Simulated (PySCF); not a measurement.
## Basis-set dependence of population analyses: `B[C@@H]1C[C@H]1C`

C4H9B.
Z-matrix (Å and degrees, PBE0-D3(BJ)/def2-SVP geometry), rows numbered from 1:
```
B 
C   1  1.5273
C   2  1.5321  1  118.97
C   3  1.4725  2   61.62  1  -105.65
C   4  1.5043  2  118.74  3   112.12
H   1  1.2105  2  122.16  3  -150.66
H   1  1.2136  2  119.08  3    30.03
H   2  1.0952  1  119.82  3   149.26
H   3  1.0927  2  117.64  4   110.13
H   3  1.0937  2  115.58  4  -109.54
H   4  1.0949  2  114.65  3  -107.17
H   5  1.1017  4  110.80  2  -159.41
H   5  1.1009  4  111.40  2    80.61
H   5  1.1008  4  111.20  2   -39.70
```

PBE0 throughout (PySCF), one geometry, spherical d and f functions. The structure is a single PBE0-D3(BJ)/def2-SVP conformer in the gas phase; no vibrational or solvent corrections. Atoms taken as equivalent share a column and are averaged. The first 7 of 11 kinds of atom are listed.

Mulliken charges (e):

| basis | functions | B1 | C2 | C3 | C4 | C5 | H6/H7 | H8 |
| --- | --- | --- | --- | --- | --- | --- | --- | --- |
| STO-3G | 34 | +0.158 | -0.201 | -0.163 | -0.069 | -0.230 | -0.053 | +0.080 |
| 6-31G | 63 | +0.190 | -0.345 | -0.330 | -0.172 | -0.485 | -0.048 | +0.174 |
| 6-31G* | 88 | +0.066 | -0.258 | -0.367 | -0.142 | -0.533 | -0.023 | +0.175 |
| def2-SVP | 115 | +0.052 | -0.138 | -0.025 | -0.210 | +0.011 | -0.033 | +0.054 |
| 6-311+G(2d,p) | 189 | -0.035 | -0.028 | -0.410 | +0.249 | -0.657 | -0.012 | +0.099 |
| def2-TZVP | 209 | -0.037 | -0.199 | -0.219 | -0.031 | -0.375 | +0.006 | +0.107 |

IAO charges (e):

```json
{"basis": "STO-3G", "functions": "34", "B1": "+0.075", "C2": "-0.283", "C3": "-0.246", "C4": "-0.113", "C5": "-0.393", "H6/H7": "-0.003", "H8": "+0.133"}
{"basis": "6-31G", "functions": "63", "B1": "+0.024", "C2": "-0.282", "C3": "-0.273", "C4": "-0.094", "C5": "-0.427", "H6/H7": "+0.004", "H8": "+0.145"}
{"basis": "6-31G*", "functions": "88", "B1": "+0.039", "C2": "-0.282", "C3": "-0.258", "C4": "-0.085", "C5": "-0.408", "H6/H7": "-0.003", "H8": "+0.139"}
{"basis": "def2-SVP", "functions": "115", "B1": "+0.029", "C2": "-0.276", "C3": "-0.251", "C4": "-0.082", "C5": "-0.398", "H6/H7": "-0.001", "H8": "+0.138"}
{"basis": "6-311+G(2d,p)", "functions": "189", "B1": "+0.025", "C2": "-0.287", "C3": "-0.269", "C4": "-0.089", "C5": "-0.419", "H6/H7": "+0.002", "H8": "+0.146"}
{"basis": "def2-TZVP", "functions": "209", "B1": "+0.024", "C2": "-0.288", "C3": "-0.268", "C4": "-0.089", "C5": "-0.419", "H6/H7": "+0.003", "H8": "+0.146"}
```

Which scheme is steadiest as the basis changes?

Largest range over the bases for any column: IAO 0.05 e, Mulliken 0.67 e. IAO charges move least and Mulliken charges most, counted in e. Without the minimal STO-3G basis the ranges are IAO 0.03, Mulliken 0.67 e.

How much do the charges still move between the two largest bases, 6-311+G(2d,p) and def2-TZVP?

At most, over all atoms: Mulliken 0.281 e, IAO 0.000 e.

What do the same runs give for the total energy, the frontier levels and the dipole moment?

```tsv
basis	energy (Eh)	HOMO (eV)	LUMO (eV)	μ (D)
STO-3G	-180.2454	-6.68	1.83	1.26
6-31G	-182.3642	-7.87	-0.68	1.52
6-31G*	-182.4101	-7.81	-0.65	1.49
def2-SVP	-182.2835	-8.00	-0.97	1.49
6-311+G(2d,p)	-182.4611	-8.00	-1.13	1.43
def2-TZVP	-182.4749	-7.99	-1.08	1.45
```

The dipole is fixed by the density alone, so its range of 0.26 D shows that the density itself changes with the basis, not only its division among atoms.
